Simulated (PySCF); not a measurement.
Spectra and structures to be paired. Method: PySCF, TDDFT wB97X-D/def2-SVPD, vertical, gas phase, core orbitals frozen in the response. Geometries: PBE0-D3(BJ)/def2-SVP; one conformer of each isolated species. Triplets are in the Tamm–Dancoff approximation. Atoms past krypton carry core potentials; spin–orbit coupling is left out.

A. `ClC1COC1`
B. `C(#N)C#CC(F)(F)F`
C. `CO/C=C\Cl`
D. `C#[C][Sn]([C]#C)([C]#C)[C]#C`

Lowest singlet levels (six at most, fewer where fewer were computed) with oscillator strengths:

1. 206 nm (f 0.002); 188 nm (f 0.011); 188 nm (f 0.274); 167 nm (f 0.000); 159 nm (f 0.005); 159 nm (f 0.000); T1 4.25 eV
2. 172 nm (f 0.001); 165 nm (f 0.001); 165 nm (f 0.003); 160 nm (f 0.005); 157 nm (f 0.006); 147 nm (f 0.002); T1 6.87 eV
3. 243 nm (f 0.000); 232 nm (f 0.000 summed over 2 states); 164 nm (f 0.000); 157 nm (f 0.000 summed over 2 states)
4. 204 nm (f 0.000); 202 nm (f 0.000 summed over 3 states); 196 nm (f 0.000 summed over 3 states); 196 nm (f 0.000 summed over 2 states) [of 10 roots; the last level is left out, as the window may have cut its degenerate partner]; T1 5.08 eV

**Question.** Which spectrum belongs to which structure?

**Answer.** 1 = C, 2 = A, 3 = B, 4 = D.
- A: S1 at 7.22 eV, HOMO→LUMO (59%), HOMO→LUMO+2 (30%); Löwdin shares by element: HOMO oxygen 58%, carbon 20% or more, hydrogen 6% or more (atoms not listed hold the other 17%); LUMO chlorine 50%, carbon 32% (atoms not listed hold the other 17%); HOMO -9.70 and LUMO 2.15 eV; point group Cs.
- B: S1 at 5.09 eV, HOMO-1/HOMO→LUMO/LUMO+1 (98%); Löwdin shares by element: HOMO (one of a set within 0.03 eV) carbon 70% or more, nitrogen 24%; LUMO (one of a set within 0.03 eV) carbon 65% or more, nitrogen 22%; HOMO -11.50 and LUMO -0.70 eV; point group C3v, 6 of its 6 listed states under f = 0.0005.
- C: S1 at 6.03 eV, HOMO→LUMO (70%), HOMO→LUMO+2 (9%); Löwdin shares by element: HOMO carbon 49% or more, chlorine 23%, oxygen 21%; LUMO carbon 47%, chlorine 24% (atoms not listed hold the other 29%); HOMO -8.47 and LUMO 2.15 eV; point group Cs, 2 of its 6 listed states under f = 0.0005.
- D: S1 at 6.07 eV, HOMO-2/HOMO-1/HOMO→LUMO/LUMO+1/LUMO+2 (≥55%); Löwdin shares by element: HOMO (one of a set within 0.03 eV) carbon 72% or more (atoms not listed hold the other 28%); LUMO (one of a set within 0.03 eV) carbon 34% or more, tin 21% (atoms not listed hold the other 45%); HOMO -10.21 and LUMO 1.09 eV.
C and D have S1 within 0.04 eV of each other; their strongest listed levels stand at 6.60 eV (f 0.274) and 6.07 eV (f 0.000).

A slash joins orbitals within 0.01 eV of each other, whose weights are summed (≥ marks a lower bound).
